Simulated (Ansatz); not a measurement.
Geometry optimisation of PbSe2⁻.

```yaml
crystal:
  periodic: [false, false, false]
  atoms:
    - {symbol: Pb, position_ang: [-0.459150, 0.691280, -0.344420]}
    - {symbol: Se, position_ang: [-1.171080, -1.709940, -0.701100]}
    - {symbol: Se, position_ang: [1.630220, 1.018660, 1.045520]}
basis:
  gaussian: {orbitals: def2-TZVPD}
total_charge: -1
magnetization: {spin_polarized: true, initial_magnetization: 1}
hamiltonian: {xc: r2scan, dispersion: d4}
scf: {lower_state_search: "off"}
output: {orbitals: {seedname: orbitals}}
relax: {f_tol: 0.02, max_steps: 100}
```

```sh
$ ansatz run in.yaml --threads 4 --pin off --events-out ev --progress --plain --max-ram 3916MiB
```

Output, abridged:

```
Functional definition: r2SCAN
mean field -135953.48903809 eV, -4996.1985695651 hartree, gradient 6.9e-6 eV, S^2 0.759939; 0 other end points of the search recorded, 0 dependent functions left out
relax step   1: F+E_penalty+E_count = -135953.51174089 eV  Δ(F+E_penalty+E_count) = +0.000e0 eV  max|allowed force component| = 2.396e-1 eV/Å  Δτ_max = 0.0000 Å  (21 SCF iters, accepted)
mean field -135953.53537195 eV, -4996.2002723030 hartree, gradient 2.2e-6 eV, S^2 0.759985; 0 other end points of the search recorded, 0 dependent functions left out
relax step   2: F+E_penalty+E_count = -135953.55725452 eV  Δ(F+E_penalty+E_count) = -4.551e-2 eV  max|allowed force component| = 2.855e-1 eV/Å  Δτ_max = 0.1950 Å  (30 SCF iters, accepted)
mean field -135953.53996155 eV, -4996.2004409680 hartree, gradient 2.4e-6 eV, S^2 0.759199; 0 other end points of the search recorded, 0 dependent functions left out
relax step   3: F+E_penalty+E_count = -135953.56213536 eV  Δ(F+E_penalty+E_count) = -4.881e-3 eV  max|allowed force component| = 2.449e-1 eV/Å  Δτ_max = 0.0569 Å  (25 SCF iters, accepted)
mean field -135953.54667597 eV, -4996.2006877180 hartree, gradient 1.8e-6 eV, S^2 0.759562; 0 other end points of the search recorded, 0 dependent functions left out
relax step   4: F+E_penalty+E_count = -135953.56874974 eV  Δ(F+E_penalty+E_count) = -6.614e-3 eV  max|allowed force component| = 1.552e-2 eV/Å  Δτ_max = 0.0207 Å  (26 SCF iters, accepted)
Total energy: -135953.56879768 eV, -4996.2015006761 hartree
Atom 0 at    -0.379975     0.572525    -0.285051 Å, force     0.006326    -0.009749     0.004757 eV/Å
Atom 1 at    -1.302937    -1.740553    -0.788309 Å, force     0.007722     0.015520     0.004406 eV/Å
Atom 2 at     1.682902     1.168029     1.073360 Å, force    -0.014048    -0.005770    -0.009163 eV/Å
Dipole moment:    -0.327998     0.494230    -0.246062 e Å
Checks for a lower state left out: stability, starts, cluster_reference, orbital_swaps, neighbouring_geometries, increment
```

Hardware: 4 threads of Arm Neoverse V2 on a shared host. Wall time 19 s.

In the def2 sets Pb takes a core potential; there is no spin–orbit coupling. The structure comes from a short search, and lower isomers may exist.
